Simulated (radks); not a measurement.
All-electron atom: P3+ in [Ne] 3s2 (the NIST ground configuration).

Method: Dirac Kohn-Sham, LDA (Slater exchange, Perdew-Zunger correlation), spin-unpolarised, spherical densities, finite nucleus; Fermi nuclear charge, rms radius 3.1889 fm; computed with a radial shooting solver on a logarithmic mesh with Libxc functionals.

Energy parts (eV):
part                      energy
total                  -9214.334
kinetic                 9242.081
electron-nucleus      -21561.650
Hartree                 3673.068
exchange-correlation    -567.834

Orbitals (lengths in bohr, moments of r in powers of bohr; <r^-3> diverges for s and p1/2; r(max) is where P^2 peaks):
orbital	occ.	eigenvalue (eV)	<r^-3>	<r^4>	r(max)	<r^2>	small-component weight
1s1/2	2	-2115.765	-	0.0005458	0.06784	0.01453	2.82e-03
2s1/2	2	-211.5283	-	0.1905	0.4196	0.3228	4.17e-04
2p1/2	2	-163.6531	-	0.1857	0.3516	0.2918	3.98e-04
2p3/2	4	-162.7295	63.36	0.1887	0.3533	0.2943	3.96e-04
3s1/2	2	-45.7457	-	15.63	1.468	3.175	7.73e-05

The highest occupied level is 3s1/2 at -45.746 eV. The electron density at the nucleus is 2373 e/bohr^3. For comparison, the ionisation energy in NIST's Atomic Spectra Database is 51.444 eV (measured). In exact Kohn-Sham theory the highest level is minus the ionisation energy, but local and semilocal functionals leave it too shallow, through self-interaction and a potential that decays too fast; potentials with the right tail come closer. Summed over all electrons, <r^2> = 8.785 bohr^2, which gives a Langevin (diamagnetic) susceptibility term of -6.96 x 10^-6 cm^3/mol.
